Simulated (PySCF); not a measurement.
CH₄F₃MoNO, SMILES C[N]=[Mo]([OH])([F])([F])[F], multiplicity 1.

Geometry optimised at B3LYP-D3(BJ)/def2-SVP. The spin state was assumed, not searched. The def2 effective core potentials stand for the cores of Mo; spin–orbit coupling is left out. One conformer was computed; it need not be the lowest.

Level of theory: PBE/def2-TZVP (PySCF).

Gas-phase values at a fixed geometry.

```json
{
  "total_energy": "-538.20300 hartree",
  "highest_occupied_level": "-7.57 eV",
  "lowest_empty_level": "-4.01 eV",
  "orbital_gap": "3.56 eV",
  "dipole_moment": "5.35 D",
  "quadrupole, principal values (traceless, Buckingham form, about the centre of nuclear charge)": "-13.66, 1.31, 12.35 D·Å",
  "mean_static_polarisability": "69.8 bohr³ (10.34 Å³)",
  "polarisability_principal_values": "58.8, 65.8, 84.7 bohr³"
}
```
